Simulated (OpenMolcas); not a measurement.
d6 ions of charge +3 down a group on the Mg site of MgO

* Program: OpenMolcas 26.06
* Method: CASSCF
* Spin-orbit coupling: state interaction with AMFI integrals over the reference wave functions

The d shell is active. Each dopant is a cluster with its nearest anions in model potentials and point charges, with no relaxation and no local charge compensation. Distances were set from a Shannon-type radius of the metal (high-spin where two are listed) plus a fixed donor radius (O 1.38 Å), in hosts weighted 0.65 to 0.35 with the host's distance in the model lattice. Ligand basis ANO-RCC-VDZP, DKH2 Hamiltonian. States (labels of O, the rotations of Oh). Energies in cm-1 above the lowest state or level, χT in cm3 K/mol; 10Dq and B are least-squares fits to the states below 45000 cm-1, weighted by degeneracy, with a free offset, and given where the rms deviation is under 5 % of |10Dq| (or 100 cm-1) and under 700 cm-1. Spin-only χT is S(S+1) / 2 for the spin of the ground state.

```csv
Ion,Shell,R (Å),Metal basis,Ground state,First state of that spin,10Dq,B (rms of fit),First gap with spin-orbit (degeneracies),χT at 300 K,First state of another spin,Spin-only χT
Rh3+,4d6,2.066,ANO-RCC-VTZP,1A1,1T1 23418,25404,726 (255),"17106 (1, 2)",0.021,3T1 17555,0.000
Ir3+,5d6,2.076,ANO-RCC-VTZP,1A1,1T1 29608,30871,679 (218),"22666 (1, 2)",0.016,3T1 24394,0.000
```

|10Dq| changes by a factor of 30871 / 25404 = 1.22 from Rh3+ to Ir3+.

B goes from 726 cm-1 (Rh3+) to 679 cm-1 (Ir3+).

Below the highest spin of the shell: Rh3+, Ir3+. χT departs most from the spin-only value for Rh3+, by +0.021 cm3 K/mol.

Without dynamic correlation the repulsion within the d shell is too large (B by tens of per cent), so at a given field states of lower spin stand too high. With metal d orbitals alone the field can be off either way by tens of per cent. Ligand-to-metal charge-transfer states are missing. With no ligand orbital active B as a rule stays too high, so bands that hang on it stand too high and its fall with covalency is understated. The least metal-like active orbital is 72 % on the metal (Löwdin) and no ligand orbital is active, so the numbers are rough (holds for Rh3+). The least metal-like active orbital is 71 % on the metal (Löwdin) and no ligand orbital is active, so the numbers are rough (holds for Ir3+). No measured value stands beside these numbers; the geometry was set by hand and not optimised.
